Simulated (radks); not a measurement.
Values are calculated unless marked as measured or tabulated.
Valence configurations of I+ (all share [Kr]). Level of theory: scalar-relativistic Kohn-Sham, SCAN, spin-polarised, spherical densities, finite nucleus; open shells are filled with parallel spins first (spin-orbit coupling, left out, can overturn this in heavy ions); meta-GGA in the generalised Kohn-Sham scheme; Fermi nuclear charge, rms radius 4.75 fm (a radial shooting solver on a logarithmic mesh with Libxc functionals). Energies are relative to 4d10 5s2 5p4; eigenvalues in eV for spin up.

valence,E (eV),moment (Bohr magnetons),e(4d),e(5p),e(5s)
4d10 5s2 5p4,0.000,2,-60.939,-16.419,-27.746
4d9 5s2 5p5,48.226,2,-68.363,-17.606,-29.725
4d10 5s1 5p5,11.137,2,-62.400,-17.080,-28.686
4d10 5p6,23.766,0,-63.578,-16.786,-
4d9 5s1.5 5p5.5,54.178,2,-69.053,-17.918,-30.167
4d8 5s2 5p6,100.61,2,-75.735,-18.715,-31.559
4d9 5s1 5p6,60.119,2,-69.746,-18.233,-30.609
4d9.5 5s2 5p4.5,23.598,2,-64.659,-17.022,-28.754
4d10 5s1.5 5p4.5,5.594,2,-61.671,-16.745,-28.210
4d9.5 5s1 5p5.5,35.113,2,-66.082,-17.663,-29.658

NIST lists [Kr] 4d10 5s2 5p4 as the ground configuration; this level of theory agrees among the configurations tried. The energies are those of spherical high-spin densities, not of single terms.
